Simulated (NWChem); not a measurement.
System: C₃H₆Si; SMILES C=C=C[SiH3]

Output (shortened):

```
             Northwest Computational Chemistry Package (NWChem) 7.3.0
             --------------------------------------------------------

 CS  symmetry detected

                             Geometry "geometry" -> ""
                             -------------------------

 Output coordinates in angstroms (scale by  1.889725989 to convert to a.u.)

  No.       Tag          Charge          X              Y              Z
 ---- ---------------- ---------- -------------- -------------- --------------
    1 C                    6.0000     0.36900481    -2.39118010     0.00000000
    2 C                    6.0000    -0.21717893    -1.22208377     0.00000000
    3 C                    6.0000    -0.78033184    -0.03912791     0.00000000
    4 Si                  14.0000     0.21131175     1.55139138     0.00000000
    5 H                    1.0000     0.62172107    -2.89931466     0.92802637
    6 H                    1.0000     0.62172107    -2.89931466    -0.92802637
    7 H                    1.0000    -1.87158763     0.01829985     0.00000000
    8 H                    1.0000    -0.11035715     2.37149086    -1.20109602
    9 H                    1.0000    -0.11035715     2.37149086     1.20109602
   10 H                    1.0000     1.66153114     1.23221918     0.00000000

 Effective nuclear repulsion energy (a.u.)     135.0107818076

      Symmetry information
      --------------------

 Group name             Cs
 Group number              2
 Group order               2
 No. of unique centers     8

                                 NWChem DFT Module
                                 -----------------

 Summary of "ao basis" -> "ao basis" (spherical)
 ------------------------------------------------------------------------------
       Tag                 Description            Shells   Functions and Types
 ---------------- ------------------------------  ------  ---------------------
 C                         def2-tzvp                11       31   5s3p2d1f
 Si                        def2-tzvp                13       37   5s5p2d1f
 H                         def2-tzvp                 4        6   3s1p

      Symmetry analysis of basis
      --------------------------

        a'        110
        a"         56

            General Information
            -------------------
          SCF calculation type: DFT
          Wavefunction type:  closed shell.
          No. of atoms     :    10
          No. of electrons :    38
           Alpha electrons :    19
            Beta electrons :    19
          Charge           :     0
          Spin multiplicity:     1
          Use of symmetry is: on ; symmetry adaption is: on
          Maximum number of iterations: 150
          AO basis - number of functions:   166
                     number of shells:    70
          Convergence on energy requested:  1.00D-06
          Convergence on density requested:  1.00D-05
          Convergence on gradient requested:  5.00D-04

              XC Information
              --------------
                      r^2SCAN Method XC Functional
               r^2SCAN metaGGA Exchange Functional  1.000
                     r^2SCAN Correlation Potential  1.000

             Grid Information
             ----------------
          Grid used for XC integration:  medium
          Radial quadrature: Mura-Knowles
          Angular quadrature: Lebedev.
          Tag              B.-S. Rad. Rad. Pts. Rad. Cut. Ang. Pts.
          ---              ---------- --------- --------- ---------
          C                   0.70       49          13.0       434
          Si                  1.10       88          12.0       590
          H                   0.35       45          14.0       434
          Grid pruning is: on
          Number of quadrature shells:   415
          Spatial weights used:  Erf1

      Superposition of Atomic Density Guess
      -------------------------------------

 Sum of atomic energies:        -404.84825030

      Non-variational initial energy
      ------------------------------

 Total energy =    -406.955411
 1-e energy   =    -822.195729
 2-e energy   =     280.229536
 HOMO         =      -0.299786
 LUMO         =      -0.001295

      Symmetry analysis of molecular orbitals - initial
      -------------------------------------------------

  Numbering of irreducible representations:

     1 a'          2 a"

  Orbital symmetries:

     1 a'          2 a'          3 a'          4 a'          5 a'
     6 a'          7 a'          8 a"          9 a'         10 a'
    11 a'         12 a'         13 a"         14 a'         15 a'
    16 a"         17 a'         18 a"         19 a'         20 a"
    21 a'         22 a'         23 a'         24 a"         25 a'
    26 a'         27 a'         28 a"         29 a'

     ---------------------------------------------
      Total Density - Mulliken Population Analysis
     ---------------------------------------------

    Atom       Charge   Shell Charges
 -----------   ------   -------------------------------------------------------
    1 C    6     6.50   0.86  1.12  0.56  0.67  0.12  1.27  1.36  0.50  0.01  0.02  0.00
    2 C    6     5.80   0.86  1.12  0.60  0.50  0.08  1.12  1.19  0.25  0.02  0.05  0.02
    3 C    6     6.50   0.86  1.12  0.56  0.66  0.12  1.25  1.44  0.43  0.01  0.04  0.00
    4 Si  14    13.63   2.00  0.59  1.39  0.88  0.46  4.11  1.73  0.52  1.30  0.46  0.09  0.09  0.02
    5 H    1     0.81   0.23  0.44  0.12  0.02
    6 H    1     0.81   0.23  0.44  0.12  0.02
    7 H    1     0.81   0.23  0.43  0.12  0.02
    8 H    1     1.05   0.23  0.55  0.27  0.01
    9 H    1     1.05   0.23  0.55  0.27  0.01
   10 H    1     1.05   0.23  0.55  0.26  0.01

[...]
```

Level: r2SCAN/def2-TZVP. Geometry: optimised at B3LYP/6-31G* (spherical d).

Question: Which NWChem input produces such a log?

Answer: This is not unique; one that fits is the input that was run:
```
start job
memory heap 200 mb stack 900 mb global 1100 mb
geometry units angstroms noautoz
  C      0.343141     2.381980     0.211455
  C     -0.200973     1.221577    -0.048934
  C     -0.723592     0.047024    -0.301561
  Si     0.204132    -1.555124    -0.009057
  H      0.913411     2.922927    -0.540520
  H      0.242010     2.849799     1.188296
  H     -1.740828     0.003953    -0.698440
  H     -0.528745    -2.417765     0.959141
  H      0.340697    -2.322819    -1.278175
  H      1.555367    -1.255254     0.528762
end
basis spherical
  * library def2-tzvp
end
dft
  xc r2scan
  iterations 150
  mulliken
end
task dft energy
```
